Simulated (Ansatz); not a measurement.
Stepwise reaction of `[SiH3][SnH]([Cl])[Cl]` with hydrogen fluoride, as a gas-phase model of exchange steps in deposition or etching. ΔE in kJ/mol; ΔG adds harmonic PBE0-D4 terms to CCSD(T)/CBS, at 1 bar.

Gas-phase electronic energies from Ansatz, PBE0-D4/def2-TZVP geometries. CBS: MP2 limit from def2 TZ/QZ plus the TZ coupled-cluster correction, frozen cores. This one scheme is used for every species. DFT in def2-TZVPP. B3LYP here is the variant with VWN-RPA as its local correlation; programs differ in this. def2 core potentials past Kr. For Sn outer-core shells are correlated without core-valence functions, which leaves a few kJ/mol of doubt a bond.

```
step                                                    reaction  PBE-D4  B3LYP-D4  ωB97M-V  CCSD(T)/CBS  ΔG(400 K)
   2  `[F][SnH]([SiH3])[Cl]` + H–F → `[F][SnH]([F])[SiH3]` + HCl    31.6      31.1     32.0         36.9       30.2
```

(1) Give the row of step 1, `[SiH3][SnH]([Cl])[Cl]` + H–F → `[F][SnH]([SiH3])[Cl]` + HCl. (Estimate.)

(2) By hand: ΔE of the 2 steps together at CCSD(T)/CBS.

Results:

(1) The calculation gave: 
```tsv
step	reaction	PBE-D4	B3LYP-D4	ωB97M-V	CCSD(T)/CBS	ΔG(400 K)
1	`[SiH3][SnH]([Cl])[Cl]` + H–F → `[F][SnH]([SiH3])[Cl]` + HCl	32.6	32.5	33.1	38.7	32.0
```

(2) (38.7) + (36.9) = 75.6 kJ/mol, or 37.8 kJ/mol a step.

In ΔE the steps differ by no more than 1.8 kJ/mol. All are uphill at CCSD(T)/CBS. ΔG lies between 30.2 and 32.0 kJ/mol a step. PBE-D4 differs from CCSD(T)/CBS by -6.1 to -5.3 kJ/mol a step. Isolated molecules leave out the surface, adducts and barriers. Largest T1 diagnostic: 0.014.
